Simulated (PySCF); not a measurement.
## Excitation energy of Cl⁺ by level of theory

Cl⁺ [Ne] 3s2 3p4 (3P) → Cl⁺ [Ne] 3s1 3p5 (3P), as a difference of total energies. Calculation: PySCF 2.14, in x2c-TZVPPall; scalar relativity by spin-free X2C-1e. Correlated levels: valence and next inner shell: 1s2 frozen. The calculations carry no spin-orbit coupling.

```json
{"method": "UHF", "excitation energy (eV)": "14.475"}
{"method": "MP2 (valence and next inner shell)", "excitation energy (eV)": "13.102"}
{"method": "SCS-MP2 (valence and next inner shell)", "excitation energy (eV)": "12.946"}
{"method": "CCSD (valence and next inner shell)", "excitation energy (eV)": "12.241"}
{"method": "CCSD(T) (valence and next inner shell)", "excitation energy (eV)": "11.816"}
```

Question: How much does correlation contribute at CCSD(T) (valence and next inner shell)?

Answer: 11.816 − (14.475) = -2.659 eV, measured against UHF.

Errors of the correlated levels include the incompleteness of this basis and the frozen core.

The coupled-cluster amplitudes are large for the upper state (T1 above 0.03 or a double amplitude above 0.15), so a single reference is strained.

For comparison: 11.573 eV (measured; NIST levels, between the centres of gravity of the two terms).
